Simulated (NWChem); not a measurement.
Species: CH$_{6}$O$_{2}$Si$_{2}$; SMILES O[Si@@H]1CO[SiH2]1

```xyz
11

O      0.1768    -2.1770    -0.7273
Si    -0.0885    -0.9042     0.3165
C     -1.4965     0.3316    -0.1341
O     -0.7740     1.5677    -0.0370
Si     0.8841     1.1964     0.0174
H      0.1061    -3.0643    -0.3653
H     -0.1929    -1.4322     1.7172
H     -1.8870     0.1778    -1.1572
H     -2.3622     0.3501     0.5508
H      1.5747     1.9424     1.1131
H      1.6025     1.4959    -1.2609
```
Atoms are numbered in this order, from 1.

The geometry was optimised at PBE0/def2-SVP.

Q: Give the principal values of the shielding tensors (ppm) of O1, Si2, C3, O4, Si5 from PBE/pcSseg-1, GIAO (NWChem), with their diamagnetic and paramagnetic parts as GIAO splits them.

A: 
| atom | σ11 | σ22 | σ33 | isotropic | diamagnetic | paramagnetic |
|---|---|---|---|---|---|---|
| O1 | 265.9 | 293.2 | 316.1 | 291.7 | 389.9 | -98.2 |
| Si2 | 246.5 | 335.2 | 348.8 | 310.2 | 880.4 | -570.2 |
| C3 | 41.3 | 90.2 | 164.8 | 98.8 | 250.9 | -152.2 |
| O4 | 227.3 | 294.8 | 370.2 | 297.5 | 395.9 | -98.5 |
| Si5 | 174.8 | 284.2 | 459.5 | 306.1 | 880.5 | -574.4 |
